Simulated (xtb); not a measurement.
C3H9B3O3, charge +1, doublet, geometry from GFN2-xTB (a state made from the parent by changing its charge; the spin is typed, not shown lowest), atoms displaced at random by about 0.02 Å a coordinate. Base run: GFN2-xTB (xtb).

Here is a job for xtb.
```
$ xtb mol.xyz --gfn 2 --chrg 1 --uhf 1 --opt --json

# file mol.xyz
18

C     -1.86481496    -2.32448194    -0.19489005
B     -0.91036333    -1.10442101    -0.04599302
O      0.43721998    -1.26913740     0.01756314
B      1.30347586    -0.23844905     0.12505490
C      2.91183443    -0.47364583     0.30403744
O      0.84378397     1.03793605     0.06851622
B     -0.50423656     1.29057865    -0.04449101
C     -1.01618143     2.81523762    -0.09088936
O     -1.28274947     0.23697432    -0.12334944
H     -1.33358089    -3.28495488    -0.17213679
H     -2.43927065    -2.25397098    -1.15978520
H     -2.56894357    -2.26741555     0.61599948
H      3.20959007    -1.00267870    -0.61068487
H      3.01360583    -1.15490061     1.16922813
H      3.38868895     0.44677561     0.38619817
H     -1.67927283     2.95746719     0.72937053
H     -0.18757676     3.50899971     0.00249289
H     -1.52540041     2.97277187    -1.02358591
```

Each row names what was changed in the base input (with any setting that the change needs).

| change | ΔE vs base (µEh) | optimiser steps |
|---|---|---|
| base | 0.0 | 13 |
| opt level = loose | 67.5 | 6 |
| opt level = crude | 146 | 4 |
| opt level = sloppy | 88.7 | 5 |
| opt level = vtight | -0.5 | 15 |
| opt level = extreme | -0.5 | 16 |
| opt level = tight | -0.4 | 14 |
| engine = lbfgs | 0.1 | - |
| engine = inertial | 16.4 | - |
| opt level = lax | 16.3 | 10 |
